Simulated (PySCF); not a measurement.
## Cr: ionisation energy

Cr [Ar] 3d5 4s1 (7S) → Cr⁺ [Ar] 3d5 (6S), as a difference of total energies. All numbers are calculated (PySCF 2.14, scalar relativity by spin-free X2C-1e, in jorge-DZP-DKH (8s6p2d1f, 43 functions)). Correlated levels: valence: [Ar] frozen. The calculations carry no spin-orbit coupling.

```json
{"method": "UHF", "ionisation energy (eV)": "5.946", "error (eV)": "-0.821"}
{"method": "B3LYP", "ionisation energy (eV)": "6.928", "error (eV)": "+0.161"}
{"method": "M06-L", "ionisation energy (eV)": "6.615", "error (eV)": "-0.152"}
{"method": "MP2 (valence)", "ionisation energy (eV)": "6.232", "error (eV)": "-0.535"}
{"method": "SCS-MP2 (valence)", "ionisation energy (eV)": "6.041", "error (eV)": "-0.726"}
```

Reference: 6.767 eV (measured; NIST Atomic Spectra Database, ionization energies).

Errors of the correlated levels include the incompleteness of this basis and the frozen core.
